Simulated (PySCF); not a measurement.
OSr (SMILES [O]=[Sr]), singlet, geometry from GFN2-xTB (such geometries of metal compounds can be far from the true shape) (all electrons, no relativity). Base run: TPSS/3-21G run with PySCF.

PySCF was given this input:
```python
from pyscf import gto, scf, dft

mol = gto.Mole()
mol.atom = '''
    Sr   -0.00000000   -0.00000000   -0.34796338
    O     0.00000000    0.00000000    1.65282606
'''
mol.basis = '3-21g'
mol.verbose = 4
mol.symmetry = True
mol.build()

mf = dft.RKS(mol)
mf.xc = 'tpss'
mf.kernel()
mf.analyze()
```

Each row names what was changed in the base input (with any setting that the change needs).

```
change                   ΔE vs base (mEh)  point group used  SCF cycles
-----------------------  ----------------  ----------------  ----------
base                                0.000              Coov          19
symmetry = off                      0.000                C1          19
symmetry_subgroup = C2v             0.000               C2v          19
```
